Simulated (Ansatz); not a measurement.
An input meant for GaH2(SMe) (CH5GaS) (charge 0, singlet).

```yaml
crystal:
  periodic: [true, true, true]
  atoms:
    - {symbol: Ga, position_ang: [0.507657, 1.418639, -0.911747]}
    - {symbol: H, position_ang: [1.815520, 0.568533, -1.040204]}
    - {symbol: H, position_ang: [0.251210, 2.839196, -1.501099]}
    - {symbol: S, position_ang: [-1.133315, 0.516927, 0.213145]}
    - {symbol: C, position_ang: [-0.455579, -1.089972, 0.728257]}
    - {symbol: H, position_ang: [0.537662, -1.255076, 0.312368]}
    - {symbol: H, position_ang: [-1.123920, -1.878268, 0.383386]}
    - {symbol: H, position_ang: [-0.399243, -1.119968, 1.815885]}
basis:
  gaussian: {orbitals: cc-pVDZ}
hamiltonian: {xc: {name: SVWN5}}
scf: {lower_state_search: full}
output: {forces: true}
```

```sh
$ ansatz run in.yaml --threads 4 --pin off --events-out ev --progress --plain --max-ram 3916MiB
```

It prints (some lines left out):

```
Error: YAML parse error: error: line 2 column 3: crystal: missing field `lattice` (a structure is typed as `lattice` and `atoms`, a molecule's as `atoms` in Å alone, or read from a run's directory, `checkpoint`)
 --> <input>:2:3
1 | crystal:
2 |   periodic: [true, true, true]
3 |   atoms:
4 |     - {symbol: Ga, position_ang: [0.507657, 1.418639, -0.911747]}
```

Task: Something in this input is off. What?

Result: The species is marked periodic without a cell. The program refused the input.
